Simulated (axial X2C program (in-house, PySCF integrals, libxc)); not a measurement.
GaSH: properties at the nuclei

Calculated with an axial X2C code built on PySCF integrals: two-component X2C with atomic mean-field Coulomb and Gaunt terms, Gaussian nuclei, basis Ga dyall-v3z, S dyall-av3z, H dyall-v3z with contracted cores.

Ga–S–H held linear, with bonds 2.236 and 1.348 Å (near the PBE0 minimum at charge 0 of the determinant lowest at the starting distance; the state shown can have its own minimum elsewhere, held linear; other orders of the atoms were not compared).

Determinant lowest in the PBE0 search, Ω = 0 (closed shell), highest spinor 81% S p, 9% Ga p, 4% H p:

```
 level  qzz Ga (a.u.)  qzz S (a.u.)  qzz H (a.u.)  μ (D)
  PBE0          -1.18          1.89          0.23  -1.85
    HF          -1.33          1.88          0.23  -1.86
r2SCAN          -1.15          1.88          0.23  -1.61
```

qzz is the electric field gradient, eQq0 = 234.96 MHz × Q/barn × qzz; μ is positive if the H end (last atom) is positive. The operators were transformed with the bare-nucleus X2C matrices; with these basis sets, hyperfine constants and field gradients can be off by tens of per cent, and where levels differ in sign neither size nor sign is settled.

Task: With Q(69Ga) = 0.171 barn, Q(33S) = -0.0694 barn (Q from Pyykkö, Mol. Phys. 2018), turn the PBE0 values of the first state into constants in MHz.

Result: eQq0(69Ga) = 234.96 × (0.171) × (-1.18) = -47.4 MHz; eQq0(33S) = 234.96 × (-0.0694) × (1.89) = -30.8 MHz.

The molecule was held linear; bending was not examined, so a bent shape may lie lower. Hydrosulfides and their kin are strongly bent in nature, so this linear model does not describe the real molecule.

Each state is one determinant with collinear spin. The search compared states at one distance, so a state with another bond length can lie lower.
